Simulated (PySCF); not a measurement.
Compound: SiH2MeEt, C3H10Si.
Bonds: Si1–C4, Si1–C8, C8–C9. Hydrogens: H2, H3 on Si1; H5, H6, H7 on C4; H10, H11 on C8; H12, H13, H14 on C9.

The calculation used PBE0-D3(BJ)/def2-SVP geometry optimisation, gas phase in PySCF.

Task: Give the optimised bond lengths and angles.

Result: 
| bond | length (Å) |
| --- | --- |
| Si1–H2, Si1–H3 | 1.500 |
| Si1–C4 | 1.881 |
| Si1–C8 | 1.888 |
| C4–H5, C4–H6, C4–H7 | 1.101 |
| C8–C9 | 1.526 |
| C8–H10, C8–H11 | 1.104 |
| C9–H12, C9–H13, C9–H14 | 1.102 |

Bonds in one row agree within 0.01 Å and their mean is given. A selection of angles:
| angle | degrees |
| --- | --- |
| H2–Si1–H3 | 107.1 |
| H2–Si1–C4 | 109.8 |
| H2–Si1–C8 | 109.2 |
| C4–Si1–C8 | 111.5 |
| Si1–C4–H5 | 110.9 |
| H5–C4–H6 | 108.0 |
| Si1–C8–C9 | 114.3 |
| Si1–C8–H10 | 107.8 |
| C9–C8–H10 | 110.6 |
| C9–C8–H11 | 110.5 |
| H10–C8–H11 | 105.7 |
| C8–C9–H12 | 111.9 |
| H12–C9–H13 | 107.3 |

Torsions: C4–Si1–C8–C9 178° (antiperiplanar).

Si1 (silicon bonded to 2 C and 2 H) is tetrahedral (angles from 107.1° to 111.5°). The 4 heavy atoms lie in one plane (0.010 Å rms).

PBE0-D3(BJ)/def2-SVP frequencies: not computed here. The numbers are those of one conformer.
